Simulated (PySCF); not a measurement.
# Löwdin shares of the frontier orbitals

Compound: InH2(CN), CH2InN.
Cartesian coordinates in Å at the PBE0-D3(BJ)/def2-SVP level; atoms count from 1:
```xyz
5
CH2InN angstrom
In     0.4035    0.7004    0.0051
H      2.1073    0.5317    0.0535
H     -0.5906    2.0947   -0.0284
C     -0.6708   -1.1594   -0.0159
N     -1.2494   -2.1675   -0.0143
```

Level of theory: TDDFT B3LYP/def2-SVPD, vertical, gas phase, core orbitals frozen in the response, def2 core potentials past Kr in PySCF 2.14.0, density-fitted response routines. Spin–orbit coupling is left out.

Kohn–Sham orbitals with the atoms that hold most of them (Löwdin shares over 4%, at most four atoms; ? is withheld):

| orbital | ε (eV) | atoms |
| --- | --- | --- |
| LUMO+2 | 0.02 | C4 30%, N5 30%, In1 29%, H2 6% |
| LUMO+1 | -0.92 | In1 41%, H2 24%, H3 24%, C4 9% |
| LUMO | -2.95 | ? |
| HOMO | -8.81 | ? |
| HOMO-1 | -9.23 | N5 49%, C4 23%, In1 17%, H2 5% |
| HOMO-2 | -9.33 | N5 52%, C4 44%, In1 4% |
| HOMO-3 | -9.56 | N5 31%, C4 29%, In1 19%, H3 10% |

Task: Give the leading atoms of the HOMO.

Result: In1 (bonded to C and 2 H) 25%; N5 (bonded to C) 22%; H2 (bonded to In) 18%; H3 (bonded to In) 18%. By element: hydrogen 36%, indium 25%, nitrogen 22%.

Task: Which atoms hold the LUMO, and with what shares?

Result: In1 (bonded to C and 2 H) 67%; C4 (bonded to In and N) 13%; H3 (bonded to In) 8%; H2 (bonded to In) 8%. By element: indium 67%, hydrogen 15%, carbon 13%.

Task: How does S1 compare with the orbital gap of 5.86 eV?

Result: S1 is at 4.78 eV (f = 0.0000), 1.08 eV below the gap, made of HOMO→LUMO (99%). 

Task: Give energy, strength and leading configuration of S1, S2, S4, S6, S7 and S8, and follow the Löwdin shares of the leading atoms from the occupied to the empty orbital.

Result: 
- S1 (4.78 eV, f 0.0000), HOMO→LUMO (99%): In1 25% → 67%, N5 22% → at most 6%, C4 at most 18% → 13%
- S2 (5.29 eV, f 0.0089), HOMO-1→LUMO (99%): N5 49% → at most 6%, C4 23% → 13%, In1 17% → 67%
- S4 (5.65 eV, f 0.035), HOMO-2→LUMO (95%): N5 52% → at most 6%, C4 44% → 13%, In1 4% → 67%
- S6 (7.31 eV, f 0.074), HOMO→LUMO+1 (77%): In1 25% → 41%, N5 22% → at most 3%, H2 18% → 24%
- S7 (7.53 eV, f 0.0026), HOMO-2→LUMO+1 (96%): N5 52% → at most 3%, C4 44% → 9%, In1 4% → 41%, H2 at most 1% → 24%
- S8 (7.58 eV, f 0.026), HOMO-1→LUMO+1 (71%): N5 49% → at most 3%, C4 23% → 9%, In1 17% → 41%, H2 5% → 24%

The run took 14 s of wall time on an Arm Neoverse V2 with one thread, on a shared host.
